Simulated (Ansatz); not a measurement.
Steps of a relaxation of C3H7BO (`C=COBC`) with RKS PBE0-D4/def2-TZVP.

```sh
$ ansatz run in.yaml --threads 4 --pin off --events-out ev --progress --plain --max-ram 10444MiB
```

```yaml
crystal:
  periodic: [false, false, false]
  atoms:
    - {symbol: C, position_ang: [-1.709031, -0.662148, 0.481558]}
    - {symbol: C, position_ang: [-0.533923, -1.012333, 1.028562]}
    - {symbol: O, position_ang: [0.516348, -0.165729, 1.262377]}
    - {symbol: B, position_ang: [1.158805, 0.651256, 0.365400]}
    - {symbol: C, position_ang: [0.893503, 0.672132, -1.181625]}
    - {symbol: H, position_ang: [-2.506583, -1.411679, 0.384996]}
    - {symbol: H, position_ang: [-1.908734, 0.364053, 0.138690]}
    - {symbol: H, position_ang: [-0.337884, -2.031295, 1.404946]}
    - {symbol: H, position_ang: [1.989225, 1.374980, 0.890920]}
    - {symbol: H, position_ang: [1.859702, 0.685962, -1.730741]}
    - {symbol: H, position_ang: [0.395567, 1.632960, -1.448744]}
    - {symbol: H, position_ang: [0.260105, -0.153160, -1.562439]}
basis:
  gaussian: {orbitals: def2-TZVP}
hamiltonian: {xc: pbe0, dispersion: d4}
relax: {f_tol: 0.005, max_steps: 150}
```

Positions (Å) and forces (eV/Å) along the path, 9 of 9 steps:

```xyz
12
step=1 energy=-5944.0558 eV
C    -1.709   -0.662    0.482    0.527   -0.128    0.256
C    -0.534   -1.012    1.029   -0.550    0.006   -0.259
O     0.516   -0.166    1.262   -0.142    0.035   -0.284
B     1.159    0.651    0.365   -0.027   -0.063    0.204
C     0.894    0.672   -1.182   -0.030    0.098   -0.295
H    -2.507   -1.412    0.385    0.449    0.397    0.056
H    -1.909    0.364    0.139    0.118   -0.549    0.184
H    -0.338   -2.031    1.405   -0.116    0.574   -0.222
H     1.989    1.375    0.891   -0.312   -0.285   -0.223
H     1.860    0.686   -1.731   -0.478   -0.025    0.264
H     0.396    1.633   -1.449    0.234   -0.465    0.126
H     0.260   -0.153   -1.562    0.327    0.404    0.195
12
step=2 energy=-5944.1083 eV
C    -1.690   -0.656    0.477    0.087   -0.022    0.039
C    -0.531   -1.005    1.022   -0.087   -0.015   -0.049
O     0.510   -0.160    1.264   -0.015    0.047   -0.091
B     1.148    0.649    0.368   -0.010   -0.062    0.089
C     0.882    0.668   -1.172   -0.017    0.037   -0.102
H    -2.475   -1.398    0.370    0.113    0.112    0.011
H    -1.885    0.359    0.141    0.021   -0.145    0.053
H    -0.338   -2.013    1.387   -0.025    0.152   -0.059
H     1.975    1.360    0.879   -0.089   -0.069   -0.068
H     1.836    0.673   -1.717   -0.133   -0.006    0.086
H     0.391    1.617   -1.441    0.068   -0.140    0.041
H     0.254   -0.150   -1.543    0.089    0.112    0.051
12
step=3 energy=-5944.1122 eV
C    -1.684   -0.653    0.475   -0.004    0.009    0.023
C    -0.530   -1.000    1.018    0.014   -0.010   -0.016
O     0.507   -0.156    1.265    0.007    0.020    0.012
B     1.146    0.645    0.368   -0.038    0.003    0.018
C     0.879    0.663   -1.169    0.009   -0.012   -0.005
H    -2.464   -1.393    0.361   -0.008   -0.002   -0.003
H    -1.885    0.362    0.153    0.000    0.002   -0.013
H    -0.334   -2.007    1.374    0.004   -0.010   -0.007
H     1.967    1.359    0.873    0.014   -0.003   -0.006
H     1.830    0.669   -1.710    0.009    0.000   -0.005
H     0.389    1.607   -1.437   -0.003    0.005    0.004
H     0.256   -0.152   -1.538   -0.003   -0.005   -0.003
12
step=4 energy=-5944.1123 eV
C    -1.687   -0.650    0.481    0.008   -0.005   -0.016
C    -0.530   -1.000    1.016    0.003   -0.008   -0.006
O     0.506   -0.154    1.265   -0.006    0.026    0.015
B     1.141    0.650    0.369    0.033   -0.045   -0.007
C     0.880    0.661   -1.169   -0.009    0.008    0.005
H    -2.466   -1.391    0.364   -0.010   -0.005    0.000
H    -1.887    0.363    0.157   -0.008    0.013    0.011
H    -0.330   -2.009    1.363   -0.001   -0.008    0.006
H     1.968    1.359    0.873   -0.005    0.019    0.004
H     1.833    0.670   -1.707    0.009    0.001    0.000
H     0.388    1.603   -1.440   -0.007    0.010   -0.008
H     0.261   -0.157   -1.538   -0.008   -0.007   -0.002
12
step=5 energy=-5944.1125 eV
C    -1.687   -0.651    0.479    0.002    0.000    0.002
C    -0.530   -1.000    1.015    0.000   -0.009   -0.007
O     0.505   -0.153    1.266   -0.002    0.018    0.012
B     1.143    0.648    0.369    0.007   -0.015   -0.002
C     0.881    0.661   -1.169   -0.001    0.000    0.000
H    -2.466   -1.392    0.362   -0.004   -0.001   -0.002
H    -1.889    0.364    0.160   -0.002    0.004    0.002
H    -0.330   -2.008    1.364    0.001   -0.004   -0.002
H     1.967    1.360    0.873    0.000    0.006    0.000
H     1.833    0.669   -1.707    0.003    0.000   -0.001
H     0.389    1.604   -1.440   -0.002    0.003   -0.001
H     0.261   -0.157   -1.538   -0.002   -0.002   -0.001
12
step=6 energy=-5944.1125 eV
C    -1.692   -0.650    0.484    0.017    0.003    0.002
C    -0.531   -0.998    1.012    0.018    0.008   -0.011
O     0.500   -0.146    1.266   -0.031   -0.019    0.014
B     1.143    0.650    0.368    0.021    0.013    0.018
C     0.885    0.659   -1.170   -0.003   -0.009   -0.003
H    -2.467   -1.394    0.359   -0.006    0.000    0.006
H    -1.898    0.368    0.179   -0.009    0.004   -0.005
H    -0.322   -2.009    1.349   -0.004   -0.009   -0.002
H     1.964    1.362    0.877    0.001    0.009   -0.018
H     1.837    0.666   -1.709    0.004    0.000    0.006
H     0.391    1.599   -1.446   -0.002   -0.005    0.002
H     0.267   -0.162   -1.536   -0.005    0.006   -0.009
12
step=7 energy=-5944.1127 eV
C    -1.692   -0.650    0.484    0.004    0.005    0.007
C    -0.530   -0.998    1.010    0.008    0.002   -0.001
O     0.500   -0.146    1.266   -0.011   -0.008    0.005
B     1.143    0.650    0.369    0.005    0.007    0.007
C     0.885    0.658   -1.170    0.001   -0.007   -0.001
H    -2.468   -1.393    0.361   -0.001    0.000   -0.001
H    -1.900    0.369    0.181   -0.003   -0.001   -0.003
H    -0.321   -2.010    1.346   -0.002   -0.003   -0.004
H     1.964    1.364    0.875    0.000    0.004   -0.009
H     1.838    0.665   -1.707    0.001    0.000    0.001
H     0.391    1.598   -1.445    0.000   -0.001    0.002
H     0.267   -0.163   -1.537   -0.001    0.003   -0.003
12
step=8 energy=-5944.1127 eV
C    -1.693   -0.648    0.487   -0.002    0.001    0.001
C    -0.530   -0.999    1.008    0.007   -0.001   -0.003
O     0.499   -0.147    1.267   -0.006    0.004    0.000
B     1.142    0.651    0.370    0.000   -0.001    0.004
C     0.887    0.655   -1.170   -0.002   -0.001   -0.004
H    -2.468   -1.391    0.361    0.001    0.000    0.000
H    -1.904    0.372    0.190    0.000    0.001    0.001
H    -0.319   -2.012    1.335    0.000   -0.002    0.000
H     1.959    1.371    0.874    0.001   -0.001   -0.001
H     1.842    0.663   -1.704    0.000    0.000    0.001
H     0.392    1.595   -1.447    0.001    0.000   -0.001
H     0.271   -0.166   -1.538    0.000    0.001    0.001
12
step=9 energy=-5944.1128 eV
C    -1.695   -0.647    0.490   -0.002    0.001    0.001
C    -0.530   -0.998    1.006    0.002    0.002    0.003
O     0.497   -0.144    1.267   -0.003   -0.001   -0.003
B     1.141    0.653    0.370    0.001    0.000    0.002
C     0.889    0.654   -1.170   -0.002    0.001   -0.002
H    -2.469   -1.392    0.362    0.002    0.000   -0.001
H    -1.909    0.374    0.200    0.001   -0.002    0.000
H    -0.315   -2.013    1.327    0.000    0.001   -0.002
H     1.957    1.373    0.874    0.000   -0.001    0.000
H     1.844    0.661   -1.703    0.000    0.000    0.000
H     0.395    1.593   -1.450    0.002   -0.001    0.000
H     0.273   -0.168   -1.538    0.001    0.001    0.001
```

Hardware: 4 threads of an Arm Neoverse V1 on a shared host. Wall time 26 s, peak host memory 0.44 GiB.
